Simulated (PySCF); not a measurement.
A structure optimised at r2SCAN-D4/def2-TZVP, used in a PySCF frequency run:

```xyz
3

Be     0.0000     0.0000     0.0000
F      0.0000     0.0000    -1.3818
F      0.0000     0.0000     1.3818
```
Charge 0, spin multiplicity 1.

Problem. Write its SMILES, formula and point group.

Solution. [F][Be][F], BeF2, D∞h

Problem. What are its rotational constants (standard atomic weights)?

Solution. 6.9664 GHz (linear rotor, B only)
